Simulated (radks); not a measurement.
Problem. Radial electron density D(r) = 4 pi r^2 rho(r) of an atom or ion with 20 electrons. All-electron calculation, scalar-relativistic Kohn-Sham, PBE, spin-polarised, spherical densities, point nucleus. Program: a radial shooting solver on a logarithmic mesh with Libxc functionals.

| r (bohr) | D(r) (e/bohr) | spin D(r) |
|---|---|---|
| 0.003396 | 0.9593 | -0.0000472 |
| 0.003891 | 1.228 | -0.0000604 |
| 0.004458 | 1.566 | -0.0000770 |
| 0.005108 | 1.991 | -0.0000977 |
| 0.005852 | 2.520 | -0.000123 |
| 0.006651 | 3.132 | -0.000153 |
| 0.00762 | 3.926 | -0.000191 |
| 0.00873 | 4.890 | -0.000237 |
| 0.01 | 6.048 | -0.000291 |
| 0.01146 | 7.420 | -0.000354 |
| 0.01302 | 8.919 | -0.000421 |
| 0.01492 | 10.73 | -0.000499 |
| 0.01709 | 12.77 | -0.000581 |
| 0.01958 | 14.98 | -0.000662 |
| 0.02226 | 17.16 | -0.000728 |
| 0.0255 | 19.49 | -0.000778 |
| 0.02922 | 21.71 | -0.000789 |
| 0.03347 | 23.65 | -0.000740 |
| 0.03835 | 25.13 | -0.000604 |
| 0.04359 | 25.95 | -0.000369 |
| 0.04994 | 26.11 | 0.0000249 |
| 0.05721 | 25.52 | 0.000599 |
| 0.06555 | 24.27 | 0.00138 |
| 0.07509 | 22.63 | 0.00241 |
| 0.08535 | 21.08 | 0.00362 |
| 0.09778 | 19.88 | 0.00526 |
| 0.112 | 19.57 | 0.00742 |
| 0.1283 | 20.38 | 0.0105 |
| 0.147 | 22.23 | 0.0151 |
| 0.1671 | 24.52 | 0.0220 |
| 0.1915 | 26.79 | 0.0340 |
| 0.2194 | 28.00 | 0.0536 |
| 0.2513 | 27.44 | 0.0846 |
| 0.2879 | 24.85 | 0.132 |
| 0.3273 | 20.92 | 0.196 |
| 0.3749 | 16.07 | 0.287 |
| 0.4296 | 11.72 | 0.405 |
| 0.4921 | 8.869 | 0.547 |
| 0.5638 | 7.898 | 0.705 |
| 0.6408 | 8.373 | 0.854 |
| 0.7342 | 9.474 | 0.987 |
| 0.8411 | 10.21 | 1.07 |
| 0.9637 | 9.926 | 1.08 |
| 1.104 | 8.576 | 1.03 |
| 1.255 | 6.693 | 0.927 |
| 1.438 | 4.588 | 0.788 |
| 1.647 | 2.823 | 0.644 |
| 1.887 | 1.600 | 0.519 |
| 2.145 | 0.9130 | 0.428 |
| 2.457 | 0.5311 | 0.356 |
| 2.815 | 0.3485 | 0.296 |
| 3.225 | 0.2496 | 0.237 |
| 3.695 | 0.1764 | 0.174 |
| 4.2 | 0.1166 | 0.116 |
| 4.811 | 0.06529 | 0.0653 |
| 5.512 | 0.03050 | 0.0305 |
| 6.315 | 0.01140 | 0.0114 |
| 7.235 | 0.003276 | 0.00328 |
| 8.223 | 0.0007711 | 0.000771 |
| 9.421 | 0.0001201 | 0.000120 |

What is the nuclear charge?

Solution. Z = 22. The innermost maximum, from 1s, lies near gamma/Z bohr with gamma = sqrt(1 - (Z/c)^2) = 0.987, here 0.0449 bohr (found: 0.0480), and its height grows with Z. The density is that of the titanium ion Ti2+ in [Ar] 3d1.5 4p0.5; the configuration itself is not fixed sharply by these data, and Z only to about a unit. D(r) has 3 maxima, at r = 0.0480, 0.226, 0.868 bohr, and minima at 0.109, 0.568 bohr, inside which lie 2.14, 10.43 electrons.
